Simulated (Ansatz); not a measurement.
Consider the formal exchange of groups at the Si–N bond: `CC[SiH2]N` + `S[CH2][SbH2]` → `CC[SiH2][SbH2]` + `NCS`.

Gas-phase electronic energies from Ansatz, PBE0-D4/def2-TZVP geometries. CBS: MP2 limit from def2 TZ/QZ plus the TZ coupled-cluster correction, frozen cores. DFT in def2-TZVPP. B3LYP here is the variant with VWN-RPA as its local correlation; programs differ in this. Elements past krypton have def2 core potentials. For Sb outer-core shells are correlated without core-valence functions, which leaves a few kJ/mol of doubt a bond. Each species was taken in one conformer, which may not be the lowest.

(1) Is it downhill or uphill in electronic energy at CCSD(T)/CBS, and by how much? (Best estimate.)

(2) What do these levels give: r2SCAN-D4, B3LYP-D4, ωB97M-V, PBE, r2SCAN, PBE0, HF/def2-TZVPP, HF/def2-QZVPP, MP2/def2-QZVPP, HF/CBS(def2), MP2/CBS(def2), CCSD/CBS(def2)? (Best estimate.)

Largest T1 diagnostic among the species: 0.013.

## Answers

(1) Ansatz gave: Uphill: ΔE = +14.5 kcal/mol.

(2) Computed: r2SCAN-D4 13.0, B3LYP-D4 13.3, ωB97M-V 14.2, PBE 10.4, r2SCAN 13.1, PBE0 11.1, HF/def2-TZVPP 15.4, HF/def2-QZVPP 15.7, MP2/def2-QZVPP 16.1, HF/CBS(def2) 15.8, MP2/CBS(def2) 15.9, CCSD/CBS(def2) 14.7 kcal/mol.

From PBE to PBE0 (25 % exact exchange), in def2-TZVPP and without D4, ΔE moves by +0.7 kcal/mol.
